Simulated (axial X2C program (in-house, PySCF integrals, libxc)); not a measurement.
Low determinants of TaH at the PBE0 level, two-component

Calculated with an in-house all-electron X2C program for linear molecules (integrals from PySCF). Two-component (2c) means X2C with spin–orbit coupling and atomic mean-field two-electron Coulomb and Gaunt terms. Basis: Ta dyall-v3z [13s14p9d7f2g], H dyall-v3z [6s2p1d] (cores contracted in-house); Gaussian nuclei, density fitting, unrestricted open shells. Masses: Ta 180.948 u, H 1.008 u.

Search at 1.780 Å (vertical energies from the lowest determinant):

```json
{"ΔE (eV)": "0.00", "state": "Ω = 1", "electrons beyond evenly filled partner blocks": "ω = -3/2, ω = 5/2", "electrons in ±ω = 1/2, 3/2, 5/2, 7/2": "42 21 9 2"}
{"ΔE (eV)": "0.10", "state": "Ω = 2", "electrons beyond evenly filled partner blocks": "ω = 1/2, ω = 3/2", "electrons in ±ω = 1/2, 3/2, 5/2, 7/2": "43 21 8 2"}
{"ΔE (eV)": "0.21", "state": "Ω = 3", "electrons beyond evenly filled partner blocks": "ω = 1/2, ω = 5/2", "electrons in ±ω = 1/2, 3/2, 5/2, 7/2": "41 22 9 2"}
{"ΔE (eV)": "0.26", "state": "Ω = 4", "electrons beyond evenly filled partner blocks": "ω = 3/2, ω = 5/2", "electrons in ±ω = 1/2, 3/2, 5/2, 7/2": "42 21 9 2"}
{"ΔE (eV)": "0.38", "state": "Ω = 1", "electrons beyond evenly filled partner blocks": "ω = -1/2, ω = 3/2", "electrons in ±ω = 1/2, 3/2, 5/2, 7/2": "43 21 8 2"}
{"ΔE (eV)": "0.58", "state": "Ω = 0", "electrons beyond evenly filled partner blocks": "none", "electrons in ±ω = 1/2, 3/2, 5/2, 7/2": "42 22 8 2"}
{"ΔE (eV)": "0.68", "state": "Ω = 2", "electrons beyond evenly filled partner blocks": "ω = -1/2, ω = 5/2", "electrons in ±ω = 1/2, 3/2, 5/2, 7/2": "43 20 9 2"}
```

Lowest determinant, Ω = 1 (⟨Sz⟩ = 1.98, ⟨Lz⟩ = -0.98 at PBE0): Re = 1.772 Å, ωe = 1802.7 cm⁻¹.

The determinant in row 2 of the search, Ω = 2 (⟨Sz⟩ = -0.97, ⟨Lz⟩ = 2.97 at PBE0), was followed along the bond at PBE0; measured from the minimum of the lowest determinant it gives:

Te = 0.084 eV (674 cm⁻¹), Re = 1.732 Å, ωe = 1872.7 cm⁻¹.

(1) Compare the bond of the determinant in row 2 with that of the lowest one.

The search compares states at one distance, so a state with another bond length can lie lower; it is not exhaustive and yields mostly the lowest determinant of each block pattern, so other components and higher states of one pattern are missing. These are energies of single determinants, not of spin-adapted states; PBE0 term energies can be off by some tenths of an eV, and the functional has no current term. Open-shell Ω = 0 determinants with evenly filled partner blocks cannot be reached by this program, so the Ω shown need not be the lowest component. The lowest determinant need not be the ground state where others lie within half an eV.

## Answers

(1) At PBE0 its Re is 0.040 Å shorter and its force constant, which goes as ωe², is 1.08 times that of the lowest determinant. T0 ≈ Te + Δωe/2 = 674 + (35) = 709 cm⁻¹.
